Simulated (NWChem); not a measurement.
System: C2H3F3Si; SMILES F[Si](F)(F)C=C

The following NWChem deck was run.

```
start job
memory heap 200 mb stack 900 mb global 1100 mb
geometry units angstroms noautoz
  C     -0.093175     2.428895     0.000346
  C      0.718535     1.363099    -0.004635
  Si     0.039513    -0.342061    -0.000537
  F      0.468021    -1.172794    -1.295388
  F      0.527544    -1.188004     1.262934
  F     -1.556408    -0.290298     0.035568
  H     -1.175767     2.325449     0.008084
  H      0.288791     3.447958    -0.002570
  H      1.797493     1.516024    -0.011454
end
basis spherical
  * library def2-tzvp
end
dft
  xc xpbe96 cpbe96
  iterations 150
  semidirect filesize 400000000
  mulliken
end
task dft energy
```

Parts of the log:

```
             Northwest Computational Chemistry Package (NWChem) 7.3.0
             --------------------------------------------------------

 C1  symmetry detected

                             Geometry "geometry" -> ""
                             -------------------------

 Output coordinates in angstroms (scale by  1.889725989 to convert to a.u.)

  No.       Tag          Charge          X              Y              Z
 ---- ---------------- ---------- -------------- -------------- --------------
    1 C                    6.0000     0.00032101     2.40594854    -0.00151086
    2 C                    6.0000     0.76859913     1.30844706    -0.00914563
    3 Si                  14.0000     0.02176007    -0.36809949    -0.00012495
    4 F                    9.0000     0.41054763    -1.21645779    -1.29608327
    5 F                    9.0000     0.48136977    -1.23185826     1.26194973
    6 F                    9.0000    -1.57061449    -0.25233162     0.04332451
    7 H                    1.0000    -1.08550087     2.34601746     0.01135365
    8 H                    1.0000     0.42283411     3.40886707    -0.00725829
    9 H                    1.0000     1.85277876     1.41796385    -0.02112580

 Effective nuclear repulsion energy (a.u.)     316.6046333120

  pbe96 is a nonlocal functional; adding pw91lda local functional.

                                 NWChem DFT Module
                                 -----------------

 Summary of "ao basis" -> "ao basis" (spherical)
 ------------------------------------------------------------------------------
       Tag                 Description            Shells   Functions and Types
 ---------------- ------------------------------  ------  ---------------------
 C                         def2-tzvp                11       31   5s3p2d1f
 Si                        def2-tzvp                13       37   5s5p2d1f
 F                         def2-tzvp                11       31   5s3p2d1f
 H                         def2-tzvp                 4        6   3s1p

            General Information
            -------------------
          SCF calculation type: DFT
          Wavefunction type:  closed shell.
          No. of atoms     :     9
          No. of electrons :    56
           Alpha electrons :    28
            Beta electrons :    28
          Charge           :     0
          Spin multiplicity:     1
          Use of symmetry is: off; symmetry adaption is: off
          Maximum number of iterations: 150
          AO basis - number of functions:   210
                     number of shells:    80
          Convergence on energy requested:  1.00D-06
          Convergence on density requested:  1.00D-05
          Convergence on gradient requested:  5.00D-04

              XC Information
              --------------
          PerdewBurkeErnzerhof Exchange Functional  1.000
            Perdew 1991 LDA Correlation Functional  1.000 local
           PerdewBurkeErnz. Correlation Functional  1.000 non-local

             Grid Information
             ----------------
          Grid used for XC integration:  medium
          Radial quadrature: Mura-Knowles
          Angular quadrature: Lebedev.
          Tag              B.-S. Rad. Rad. Pts. Rad. Cut. Ang. Pts.
          ---              ---------- --------- --------- ---------
          C                   0.70       49          10.0       434
          Si                  1.10       88          11.0       590
          F                   0.50       49          12.0       434
          H                   0.35       45          12.0       434
          Grid pruning is: on
          Number of quadrature shells:   468
          Spatial weights used:  Erf1

      Superposition of Atomic Density Guess
      -------------------------------------

 Sum of atomic energies:        -663.93172961

      Non-variational initial energy
      ------------------------------

 Total energy =    -665.868485
 1-e energy   =   -1550.381789
 2-e energy   =     567.908671
 HOMO         =      -0.361314
 LUMO         =      -0.033261

------------------------------------------------------------
EAF file 0: "./job.aoints.0" size=675807232 bytes
------------------------------------------------------------
               write      read    awrite     aread      wait
               -----      ----    ------     -----      ----
     calls:     1289         0         0         0         0
   data(b): 6.76e+08  0.00e+00  0.00e+00  0.00e+00
   time(s): 0.00e+00  0.00e+00  0.00e+00  0.00e+00  0.00e+00
rate(mb/s): 0.00e+00  0.00e+00
------------------------------------------------------------

     ---------------------------------------------
      Total Density - Mulliken Population Analysis
     ---------------------------------------------

    Atom       Charge   Shell Charges
 -----------   ------   -------------------------------------------------------
    1 C    6     6.23   0.86  1.12  0.57  0.65  0.13  1.18  1.25  0.42  0.02  0.03  0.01
    2 C    6     6.40   0.86  1.12  0.57  0.66  0.12  1.22  1.39  0.42  0.01  0.03  0.01
    3 Si  14    12.36   2.00  0.58  1.39  0.69  0.20  4.10  1.74  0.45  0.56  0.10  0.25  0.18  0.12
    4 F    9     9.50   0.77  1.20  0.61  1.01  0.31  2.36  2.35  0.88  0.00  0.01  0.00
    5 F    9     9.50   0.77  1.20  0.61  1.01  0.31  2.36  2.35  0.88  0.00  0.01  0.00
    6 F    9     9.50   0.77  1.20  0.61  1.01  0.31  2.36  2.35  0.87  0.00  0.01  0.00
    7 H    1     0.84   0.24  0.45  0.13  0.02
    8 H    1     0.84   0.24  0.45  0.13  0.02
    9 H    1     0.83   0.24  0.45  0.12  0.02

   convergence    iter        energy       DeltaE   RMS-Dens  Diis-err
 ---------------- ----- ----------------- --------- --------- ---------
 d= 0,ls=0.0,diis     1   -666.7275291437 -9.83D+02  6.32D-03  1.92D+00
 d= 0,ls=0.0,diis     2   -666.5282591885  1.99D-01  3.93D-03  4.38D+00
 d= 0,ls=0.0,diis     3   -666.8575037276 -3.29D-01  8.38D-04  1.71D-01
 d= 0,ls=0.0,diis     4   -666.8660690442 -8.57D-03  5.03D-04  2.72D-02
 d= 0,ls=0.0,diis     5   -666.8681257557 -2.06D-03  2.31D-04  9.39D-03
  Resetting Diis
 d= 0,ls=0.0,diis     6   -666.8693481830 -1.22D-03  5.55D-05  3.72D-04
 d= 0,ls=0.0,diis     7   -666.8693956803 -4.75D-05  3.08D-05  3.36D-05
 d= 0,ls=0.0,diis     8   -666.8693883502  7.33D-06  1.96D-05  1.13D-04
 d= 0,ls=0.0,diis     9   -666.8693988952 -1.05D-05  3.83D-06  2.38D-06
 d= 0,ls=0.0,diis    10   -666.8693991427 -2.48D-07  1.02D-06  1.76D-07

         Total DFT energy =     -666.869399142735
      One electron energy =    -1554.178420866474
           Coulomb energy =      634.579524631549
    Exchange-Corr. energy =      -63.875136219809
 Nuclear repulsion energy =      316.604633312000

 Numeric. integr. density =       56.000001967854

                       DFT Final Molecular Orbital Analysis
                       ------------------------------------

 Vector   26  Occ=2.000000D+00  E=-3.619560D-01
              MO Center= -1.5D-01, -9.2D-01, -3.0D-03, r^2= 2.6D+00
   Bfn.  Coefficient  Atom+Function         Bfn.  Coefficient  Atom+Function
  ----- ------------  ---------------      ----- ------------  ---------------
   169      0.282363  6 F  pz               105     -0.234532  4 F  px
   172      0.226369  6 F  pz               136      0.223457  5 F  px
   108     -0.188268  4 F  px               139      0.179376  5 F  px
   138     -0.173760  5 F  pz               107     -0.159823  4 F  pz
   175      0.151976  6 F  pz               141     -0.139212  5 F  pz

 Vector   27  Occ=2.000000D+00  E=-3.140551D-01
              MO Center=  3.7D-01,  1.2D+00, -6.0D-03, r^2= 3.3D+00
   Bfn.  Coefficient  Atom+Function         Bfn.  Coefficient  Atom+Function
  ----- ------------  ---------------      ----- ------------  ---------------
    38      0.207041  2 C  py                66     -0.186099  3 Si s
   200     -0.165690  8 H  s                 41      0.163922  2 C  py
    37      0.159318  2 C  px               206      0.152858  9 H  s
    78     -0.146502  3 Si py                 7     -0.139935  1 C  py
   194      0.128406  7 H  s                106      0.122300  4 F  py

 Vector   28  Occ=2.000000D+00  E=-2.833896D-01
              MO Center=  3.8D-01,  1.7D+00, -5.3D-03, r^2= 1.8D+00
   Bfn.  Coefficient  Atom+Function         Bfn.  Coefficient  Atom+Function
  ----- ------------  ---------------      ----- ------------  ---------------
    39      0.293193  2 C  pz                 8      0.285333  1 C  pz
    42      0.258643  2 C  pz                11      0.250128  1 C  pz
    14      0.146720  1 C  pz                45      0.135432  2 C  pz
   106      0.066825  4 F  py               137     -0.066122  5 F  py
   109      0.052378  4 F  py               140     -0.051871  5 F  py

 Vector   29  Occ=0.000000D+00  E=-8.345286D-02
              MO Center=  3.0D-01,  1.7D+00, -3.8D-03, r^2= 2.6D+00
   Bfn.  Coefficient  Atom+Function         Bfn.  Coefficient  Atom+Function
  ----- ------------  ---------------      ----- ------------  ---------------
    14      0.485792  1 C  pz                45     -0.421059  2 C  pz
     8      0.326855  1 C  pz                11      0.297236  1 C  pz
    39     -0.262707  2 C  pz                42     -0.245846  2 C  pz
    79     -0.161815  3 Si pz                82     -0.092337  3 Si pz
    84     -0.073587  3 Si d -1             106     -0.068334  4 F  py

 Vector   30  Occ=0.000000D+00  E= 8.297547D-03
              MO Center= -4.8D-02,  7.6D-01, -5.0D-03, r^2= 6.0D+00
   Bfn.  Coefficient  Atom+Function         Bfn.  Coefficient  Atom+Function
  ----- ------------  ---------------      ----- ------------  ---------------
    67      1.091772  3 Si s                207      0.926786  9 H  s
     5     -0.798980  1 C  s                201      0.729637  8 H  s
   195      0.689677  7 H  s                 36     -0.581222  2 C  s
     4     -0.420205  1 C  s                166     -0.387216  6 F  s
    43     -0.327551  2 C  px                80     -0.319099  3 Si px

 Vector   31  Occ=0.000000D+00  E= 1.862000D-02
              MO Center=  6.6D-01, -1.1D-01, -1.1D-02, r^2= 5.7D+00
   Bfn.  Coefficient  Atom+Function         Bfn.  Coefficient  Atom+Function
  ----- ------------  ---------------      ----- ------------  ---------------
     5      1.622546  1 C  s                201     -0.897546  8 H  s
    36     -0.729583  2 C  s                 81     -0.703546  3 Si py
    67      0.683647  3 Si s                 44     -0.662102  2 C  py
    12      0.491388  1 C  px               135     -0.439391  5 F  s
   104     -0.435766  4 F  s                  4      0.372309  1 C  s

------------------------------------------------------------
EAF file 0: "./job.aoints.0" size=1149763584 bytes
------------------------------------------------------------
               write      read    awrite     aread      wait
               -----      ----    ------     -----      ----
     calls:     2193         9         0     19728     19728
   data(b): 1.15e+09  4.72e+06  0.00e+00  1.03e+10
   time(s): 0.00e+00  0.00e+00  0.00e+00  0.00e+00  0.00e+00
rate(mb/s): 0.00e+00  0.00e+00
------------------------------------------------------------

     ---------------------------------------------
      Total Density - Mulliken Population Analysis
     ---------------------------------------------

    Atom       Charge   Shell Charges
 -----------   ------   -------------------------------------------------------
    1 C    6     6.23   0.85  1.11  0.55  0.63  0.11  1.31  1.18  0.42  0.01  0.03  0.00
    2 C    6     6.23   0.85  1.12  0.53  0.65  0.09  1.32  1.24  0.39  0.01  0.03  0.00
    3 Si  14    13.16   2.01  0.57  1.40  0.82  0.12  4.13  1.67  0.64  0.78  0.15  0.40  0.32  0.17
    4 F    9     9.26   0.77  1.20  0.61  0.98  0.34  2.28  2.11  0.96  0.00  0.01  0.00
    5 F    9     9.26   0.77  1.20  0.61  0.98  0.34  2.28  2.11  0.96  0.00  0.01  0.00
    6 F    9     9.26   0.77  1.20  0.61  0.97  0.34  2.29  2.11  0.96  0.00  0.01  0.00
    7 H    1     0.86   0.27  0.47  0.09  0.02
    8 H    1     0.87   0.27  0.47  0.10  0.02
    9 H    1     0.87   0.27  0.47  0.10  0.02

     -------------------------------------------
      Total Density - Lowdin Population Analysis
     -------------------------------------------

    Atom       Charge   Shell Charges
 -----------   ------   -------------------------------------------------------
    1 C    6     6.17   0.91  1.04  0.38  0.36  0.18  1.11  1.29  0.61  0.02  0.23  0.03
    2 C    6     6.28   0.91  1.04  0.36  0.36  0.20  1.13  1.35  0.65  0.02  0.24  0.03
    3 Si  14    14.14   2.00  0.83  1.08  0.43  0.22  3.84  1.87  0.68  0.81  0.38  0.45  0.95  0.60
    4 F    9     8.94   0.86  1.10  0.60  0.71  0.38  2.14  2.12  1.02  0.00  0.01  0.00
    5 F    9     8.94   0.86  1.10  0.60  0.71  0.38  2.14  2.12  1.02  0.00  0.01  0.00
    6 F    9     8.94   0.86  1.10  0.60  0.71  0.38  2.14  2.12  1.01  0.00  0.01  0.00
    7 H    1     0.87   0.26  0.39  0.16  0.06
    8 H    1     0.87   0.26  0.39  0.17  0.06
    9 H    1     0.85   0.25  0.38  0.16  0.06

     Multipole analysis of the density
     ---------------------------------

     L   x y z        total         alpha         beta         nuclear
     -   - - -        -----         -----         ----         -------
     0   0 0 0     -0.000000    -28.000000    -28.000000     56.000000

     1   1 0 0      0.292750      0.146375      0.146375      0.000000
     1   0 1 0      0.969034      0.484517      0.484517     -0.000000
     1   0 0 1     -0.003966     -0.001983     -0.001983     -0.000000

     2   2 0 0    -28.975542    -75.454503    -75.454503    121.933463
     2   1 1 0      0.669570     -1.778893     -1.778893      4.227356
     2   1 0 1     -0.035607      0.037409      0.037409     -0.110424
     2   0 2 0    -27.113541   -180.653526   -180.653526    334.193512
     2   0 1 1     -0.013805      0.029935      0.029935     -0.073674
     2   0 0 2    -31.835579    -68.535954    -68.535954    105.236328
```

Level: PBE/def2-TZVP. Structure relaxed at the B3LYP/6-31G* (spherical d) level.
